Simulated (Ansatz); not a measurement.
Input for Ansatz (an electronic-structure program): R-PBE/def2-TZVPPD on AsH3 (SMILES [AsH3]) with ghost functions, monomers drawn apart or pushed together. Files ending in .json are basis or fitting sets from the Basis Set Exchange.

Ansatz 0.2 input:
```yaml
crystal:
  periodic: [false, false, false]
  atoms:
    - {symbol: As, position_ang: [0.15604570, 0.55038802, 3.01972825]}
    - {symbol: H, position_ang: [1.33275306, 1.20918397, 3.71615456]}
    - {symbol: H, position_ang: [-0.19448679, -0.33056945, 4.20492822]}
    - {symbol: H, position_ang: [-0.82452387, 1.64420350, 3.40144238]}
basis:
  gaussian:
    orbitals: def2-TZVPPD.json
    ghost_atoms:
      - {symbol: F, position_ang: [0.39188062, -0.76984146, -0.41880109]}
      - {symbol: H, position_ang: [0.33146659, -0.43536347, 0.45414705]}
hamiltonian:
  xc: {name: PBE}
scf: {lower_state_search: off}
```

It printed:

```
Functional definition: PBE
[...]
these checks for a lower state are left out or cut short: stability, starts, cluster_reference, orbital_swaps, neighbouring_geometries, increment
integrals: 0.06 GiB planned
828 factors; their error is unknown
mean field: 0.46 GiB planned
mean field evaluation 1: about -60879.8961 eV, gradient 1.8e1 eV
mean field evaluation 2: about -60880.2585 eV, gradient 1.3e1 eV
mean field evaluation 4: about -60880.5173 eV, gradient 6.4e-1 eV
mean field evaluation 8: about -60880.5096 eV, gradient 1.0e-2 eV
mean field -60880.50964335 eV, -2237.3174631016 hartree, gradient 5.4e-6 eV, S^2 0.000000; 0 other end points of the search recorded, 0 dependent functions left out
reference -60880.50968351 eV, -2237.3174645773 hartree; 18, 18 occupied and 144, 144 virtual orbitals, 828 factors
Total energy: -60880.50968351 eV, -2237.3174645773 hartree
Checks for a lower state left out: stability, starts, cluster_reference, orbital_swaps, neighbouring_geometries, increment
```

The run converged.

Cost: around 0.7 core-seconds (rough).
